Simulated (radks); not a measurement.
Ionisation of the cerium ion Ce2+, [Xe] 4f2, to [Xe] 4f1 as the strength of local exchange is varied. Calculated with a radial shooting solver on a logarithmic mesh with Libxc functionals: Dirac Kohn-Sham, Slater X-alpha exchange (alpha = 2/3 is LDA exchange), no correlation, spin-unpolarised, spherical densities, finite nucleus; open shells fill j = l - 1/2 first; Fermi nuclear charge, rms radius 4.8771 fm.

alpha,E(Ce2+) (hartree),exchange (hartree),IE (eV),-e of the level emptied (eV),<r> of it (bohr)
0.576,-8825.1860,-170.3951,17.096,10.003 (4f5/2),1.308
0.656,-8848.8836,-194.5785,19.015,11.558 (4f5/2),1.238
0.667,-8852.1469,-197.9132,19.287,11.784 (4f5/2),1.230
0.675,-8854.5210,-200.3399,19.486,11.950 (4f5/2),1.224
0.843,-8904.5210,-251.5809,23.886,15.728 (4f5/2),1.124
0.86,-8909.5958,-256.7958,24.353,16.138 (4f5/2),1.116
1.019,-8957.1952,-305.8348,28.896,20.189 (4f5/2),1.050

NIST Atomic Spectra Database: 20.197 eV (semi-empirical). The Delta-SCF value meets it near alpha = 0.70. Spin polarisation and multiplet splitting are left out, so open shells lie too high by an amount that depends on their filling.

Beside tabulated values, note that spin-unpolarised runs miss the spin-polarisation part of the exchange energy of open shells.
